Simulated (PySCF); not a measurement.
Where the electron goes

C5H9NO.
Cartesian coordinates in Å at the PBE0-D3(BJ)/def2-SVP level; atoms count from 1:
```xyz
16
C5H9NO angstrom
C      2.838    0.014    0.554
N      1.512    0.206    1.065
C      0.531    0.064    0.280
C     -0.880    0.244    0.717
C     -1.875   -0.868    0.331
O     -2.671    0.025   -0.438
C     -1.786    1.108   -0.183
H      3.340   -0.782    1.127
H      3.431    0.929    0.716
H      2.877   -0.247   -0.523
H      0.674   -0.207   -0.791
H     -0.891    0.520    1.780
H     -1.446   -1.684   -0.280
H     -2.430   -1.316    1.174
H     -1.302    1.485   -1.103
H     -2.282    1.954    0.323
```

Theory: TDDFT PBE0/def2-SVPD, vertical, gas phase, core orbitals frozen in the response (PySCF 2.14.0, density-fitted response routines).

Frontier orbitals with the atoms that hold most of them (Löwdin shares over 4%, at most four atoms; ? is withheld):

```json
{"orbital": "LUMO+2", "ε (eV)": "0.98", "atoms": "O6 16%, C7 12%, C5 12%, C1 11%"}
{"orbital": "LUMO+1", "ε (eV)": "0.85", "atoms": "C1 20%, C3 13%, H11 9%, C7 8%"}
{"orbital": "LUMO", "ε (eV)": "-0.42", "atoms": "?"}
{"orbital": "HOMO", "ε (eV)": "-7.42", "atoms": "?"}
{"orbital": "HOMO-1", "ε (eV)": "-7.47", "atoms": "O6 37%, N2 24%, C7 6%, C5 6%"}
{"orbital": "HOMO-2", "ε (eV)": "-8.30", "atoms": "N2 31%, C3 20%, C1 11%, C4 9%"}
{"orbital": "HOMO-3", "ε (eV)": "-9.21", "atoms": "O6 48%, C4 16%, C7 10%, C5 10%"}
```

Problem. Which atoms hold the LUMO, and with what shares?

Solution. N2 (bonded to 2 C) 34%; C3 (bonded to C, N and H) 31%; H11 (bonded to C) 6%; C4 (bonded to 3 C and H) 5%. By element: carbon 37% or more, nitrogen 34%, hydrogen 6% or more.

Problem. Give the leading atoms of the HOMO.

Solution. N2 (bonded to 2 C) 35%; O6 (bonded to 2 C) 21%; C3 (bonded to C, N and H) 8%; C1 (bonded to N and 3 H) 6%. By element: nitrogen 35%, oxygen 21%, carbon 15% or more.

Problem. How does S1 compare with the orbital gap of 7.01 eV?

Solution. S1 is at 5.06 eV (f = 0.0006), 1.95 eV below the gap, made of HOMO→LUMO (62%), HOMO-1→LUMO (36%). 

Next come S2 at 5.91 eV (f 0.0000), HOMO-1→LUMO (63%), HOMO→LUMO (37%); S3 at 6.94 eV (f 0.0029), HOMO-1→LUMO+2 (42%), HOMO→LUMO+2 (33%); S4 at 7.06 eV (f 0.207), HOMO-2→LUMO (45%), HOMO→LUMO+1 (30%), HOMO-1→LUMO+1 (17%); S5 at 7.27 eV (f 0.020), HOMO→LUMO+1 (36%), HOMO-1→LUMO+1 (29%), HOMO-1→LUMO+4 (8%).

The run took about 50 s of CPU time (one thread, shared machine).

One conformer stands for the species.
